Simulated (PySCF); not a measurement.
Species: CH7FSi2.
Bonds: F1–C2, C2–Si3, Si3–Si4. Hydrogens: H5, H6 on C2; H7, H8 on Si3; H9, H10, H11 on Si4.

The geometry is computed with GFN2-xTB (gas phase).

Task: List the bond lengths, angles and torsions at this level.

Result: 
```tsv
bond	length (bohr)
F1–C2	2.614
C2–Si3	3.633
Si3–Si4	4.373
C2–H5, C2–H6	2.065
Si3–H7, Si3–H8	2.777
Si4–H9, Si4–H10, Si4–H11	2.770
```

Bonds in one row agree within 0.02 bohr and their mean is given. A selection of angles:
```tsv
angle	degrees
F1–C2–Si3	109.7
F1–C2–H5	106.3
Si3–C2–H5	113.3
H5–C2–H6	108.3
C2–Si3–Si4	109.7
C2–Si3–H7	105.5
C2–Si3–H8	103.5
Si4–Si3–H7	114.7
H7–Si3–H8	106.3
Si3–Si4–H9	110.1
Si3–Si4–H10	113.0
Si3–Si4–H11	112.3
H9–Si4–H10	107.2
```

Torsions: F1–C2–Si3–Si4 -55° (synclinal). The mirror-image conformer, all signs reversed, is as good.

Si3 (SiH2 silicon) is distorted tetrahedral (angles from 103.5° to 116.1°). Si4 (SiH3 silicon) is distorted tetrahedral (angles from 106.7° to 113.0°).

Point group: C1 (no symmetry element, even within 0.4 Å). No frequency check. The numbers are those of one conformer.
